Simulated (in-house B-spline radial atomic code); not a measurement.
## Ionising W⁶⁷⁺ with different functionals

Computed with a radial B-spline atomic code at the basis-set limit: scalar-relativistic (spin-free X2C) Hamiltonian, Fermi nucleus of rms radius 5.3658 fm, spin-polarised at highest spin, spherical fractional occupations for the functionals, the average over the highest-spin determinants for Hartree-Fock. The ionisation energy is the difference of two self-consistent energies, [He] 2s2 2p3 → [He] 2s2 2p2, without Breit or QED terms; ε is the level of the shell that loses the electron (its least bound occupied spin orbital). There is no spin-orbit coupling in this Hamiltonian.

Hybrids are left out here: with spherical fractional occupations of an open shell their exact exchange keeps a self-interaction that integer-occupation calculations don't have.

```json
{"method": "Hartree-Fock", "rung": "Hartree-Fock", "ΔSCF (eV)": "17146.5", "-ε(2p) (eV)": "17148.3"}
{"method": "LDA VWN5", "rung": "LDA", "ΔSCF (eV)": "17136.8", "-ε(2p) (eV)": "16965.3"}
{"method": "PBE", "rung": "GGA", "ΔSCF (eV)": "17143.6", "-ε(2p) (eV)": "16972.2"}
{"method": "BLYP", "rung": "GGA", "ΔSCF (eV)": "17145.4", "-ε(2p) (eV)": "16973.7"}
{"method": "TPSS", "rung": "meta-GGA", "ΔSCF (eV)": "17147.5", "-ε(2p) (eV)": "16976.6"}
```

(1) How do they compare with the NIST value?

## Answers

(1) NIST lists 16588 eV ± 11 (semi-empirical, ground level to ground level). Errors run from +548.8 to +559.5 eV. The correlated functionals all miss on the same side by more than they spread, so the cause is common to them (spin-orbit coupling, Breit-QED terms, multiplet and fine-structure energies, or a listed next ion that isn't the cheapest removal here) and closeness doesn't rank the functionals. Hartree-Fock also lacks correlation.
